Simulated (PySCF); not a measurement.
Simulated Si 2p region for `C[Si](C)(C)O[Si](C)(C)C`, binding energy against the vacuum level.

Every computed line was given a Gaussian of 0.7 eV full width at half maximum and an area set by the number of equivalent atoms (split 2:1 within a doublet); the highest printed point is 100. Level of theory: PySCF 2.14.0, delta-SCF UKS SCAN, pcX-2 on the ionised atom, pcseg-1 elsewhere, spin-free X2C.

(binding energy (eV), intensity): (105.3, 0), (105.4, 1), (105.5, 3), (105.6, 6), (105.7, 12), (105.8, 23), (105.9, 38), (106.0, 57), (106.1, 76), (106.2, 92), (106.3, 100), (106.4, 100), (106.5, 93), (106.6, 83), (106.7, 74), (106.8, 67), (106.9, 60), (107.0, 52), (107.1, 43), (107.2, 32), (107.3, 22), (107.4, 13), (107.5, 7), (107.6, 4), (107.7, 2), (107.8, 1), (107.9, 0)

Task: How many maxima does the curve show, and how many computed lines lie under it?

Result: The curve has 1 maximum (at 106.3 eV). Under it lie 2 lines from 1 inequivalent silicon site, drawn as a 2p3/2, 2p1/2 pair. At this width some lines have no maximum of their own.

Task: Decompose the envelope and assign each component. Numbering: `[CH3:1][Si:2]([CH3:3])([CH3:4])[O:5][Si:6]([CH3:7])([CH3:8])[CH3:9]`.

Result: 
```
position (eV)  relative area      line    atoms           environment
       106.30           1.33  Si 2p3/2  Si2/Si6  oxygen-bound silicon
       106.93           0.67  Si 2p1/2  Si2/Si6  oxygen-bound silicon
```

Task: What are the centre and the root-mean-square width of the whole band?

Result: The area-weighted mean of the lines is 106.51 eV. Their own spread about it is 0.29 eV (rms) and each Gaussian has σ = 0.7/2.355 = 0.30 eV; the variances add, which gives 0.42 eV.

Shake-up satellites, vibrational structure and lifetime widths aren't simulated. Topologically equivalent atoms share the value of their first member; where this conformer doesn't relate them by symmetry, their own values could differ. The 2p values aren't plain energy differences: one relaxed spin-free 2p hole is combined with a matrix within the shell (ground-state 2p orbital-energy differences and spin–orbit coupling). 2p3/2, the mean of its two sublevels, lies a third of the splitting below the shell's mean and 2p1/2 two thirds above it; the statistical areas are 2:1. 2p1/2 minus 2p3/2 (ligand field included): Si 0.63 eV. Isolated species at its PBE0-D3(BJ)/def2-SVP geometry, gas phase.

Conformer computed: `[CH3:1][Si:2]([CH3:3])([CH3:4])[O:5][Si:6]([CH3:7])([CH3:8])[CH3:9]`: C1–Si2–O5–Si6 -82°, Si2–O5–Si6–C7 -77°.
